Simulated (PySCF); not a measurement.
C9H8N3 (charge -1).
Atom-mapped SMILES: `[cH:1]1[cH:2][c:3]2[n-:4][n:5][n:6][c:7]2[cH:8][c:9]1[CH:10]1[CH2:11][CH2:12]1`

Probes without a nucleus sit at each ring's centroid and 1 Å off its mean plane on both sides; NICS is minus the shielding there, NICSzz its component along the normal. Level: GIAO PBE0/pcSseg-1 (PySCF, non-relativistic, gas phase) on the GFN2-xTB geometry, one conformer.

Rings: 1. C1–C2–C3–C7–C8–C9; 2. C3–N4–N5–N6–C7; 3. C10–C11–C12.

```csv
set,NICS(0),"NICS(1), two faces","NICS(1)zz, two faces"
P,-13.1,-16.2 / -16.2,-41.2 / -41.2
Q,-9.8,-11.6 / -11.6,-28.2 / -28.2
R,-42.0,-6.9 / -7.9,-23.4 / -23.8
```

Which set (ppm) belongs to which ring?

P = 2, Q = 1, R = 3.
- 1 (6-membered carbocycle; formal bonds all aromatic): mean NICS(1)zz -28.2 ppm, shielded. The ring is flat and has no four-coordinate atom; by the NICS criterion it is aromatic, though in fused rings the probe also feels the neighbouring ring.
- 2 (5-membered ring with 3 N; formal bonds all aromatic): mean NICS(1)zz -41.2 ppm, shielded, aromatic by this magnetic criterion (flat ring, no four-coordinate atom), though in fused rings the probe also feels the neighbouring ring.
- 3 (3-membered carbocycle; formal bonds all single): mean NICS(1)zz -23.6 ppm, shielded. C10, C11, C12 have four or more neighbours; no verdict on aromaticity is drawn.

How do the rings differ in shape?

| ring | bond lengths (Å) | rms pucker (Å) | HOMA | nearest outside atom to a NICS(1) probe (Å) |
| --- | --- | --- | --- | --- |
| 1 | 1.374, 1.393, 1.436, 1.393, 1.381, 1.411 | 0.00 | 0.87 | hydrogen 2.65 |
| 2 | 1.352, 1.314, 1.314, 1.353, 1.436 | 0.00 | 0.87 | carbon 2.74 |
| 3 | 1.505, 1.496, 1.505 | 0.00 | – | hydrogen 1.41 |

HOMA = 1 − mean of α(R − Ropt)² over the ring bonds, with Krygowski's 1993 parameters (CC: Ropt 1.388 Å, α 257.7 Å⁻²; CN: Ropt 1.334 Å, α 93.52 Å⁻²; NN: Ropt 1.309 Å, α 130.33 Å⁻²). A dash marks a ring with a four-coordinate atom, a triple bond, no multiple bond or a kind of bond without parameters.

The values belong to the conformer `[cH:1]1[cH:2][c:3]2[n-:4][n:5][n:6][c:7]2[cH:8][c:9]1[CH:10]1[CH2:11][CH2:12]1`: C8–C9–C10–C11 -36°.
